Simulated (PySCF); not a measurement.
Computed IR spectrum (relative IR intensity) of a molecule C3H7NSi. Geometry: ωB97X-D3(BJ)/def2-SVP. The values are those of a single conformer. All values below come from PySCF 2.14.0 with ωB97X-D3(BJ)/def2-SVP. Frequencies are harmonic and unscaled.

Lines under 2 % of the strongest are left out, and lines within 2 cm⁻¹ are merged.

```csv
ν (cm⁻¹),relative intensity
224,14
277,24
615,14
723,14
733,5.7
827,19
912,4.1
935,10
947,33
963,100
995,43
1037,3.4
1217,17
1379,81
1416,30
1520,27
2111,14
2250,57
2261,24
2267,53
3134,6.9
3191,2.5
3697,26
```

Question: Pick the molecule that these values belong to.
(A) NC=C=C[SiH3]
(B) C#CCN[SiH3]
(C) C1=C[SiH2]NC1
(D) C=C=CN[SiH3]

Answer: D, C=C=CN[SiH3]
